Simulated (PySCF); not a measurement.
sulfur tetrafluoride anion (F₄S), SMILES FS(F)(F)F (connectivity only; charge and spin as stated), charge -1, multiplicity 2. Geometry optimised at r2SCAN-D4/def2-SVPD. The multiplicity is an assumed one; other spin states were not compared.

These are PySCF 2.14.0 with r2SCAN-D4/def2-SVPD values and carry that method's errors.

Harmonic wavenumbers (cm⁻¹): 164, 184, 228, 313, 387, 423, 474, 592, 711. Rotational constants (GHz): 5.062, 3.204, 2.790; symmetry number 1.

Work out the zero-point energy and the ideal-gas rigid-rotor harmonic-oscillator thermochemistry at 298.15 K and 1 atm.

ZPE = ½ Σ hcν = ½ × 3476 cm⁻¹ = 20.79 kJ/mol. H − E(el) = 39.25 kJ/mol. Entropy in J/(mol K): translation 167.15, rotation 110.31, vibration 47.75, spin 5.76, total 330.97. G − E(el) = -59.43 kJ/mol. Cp = 88.82 J/(mol K).
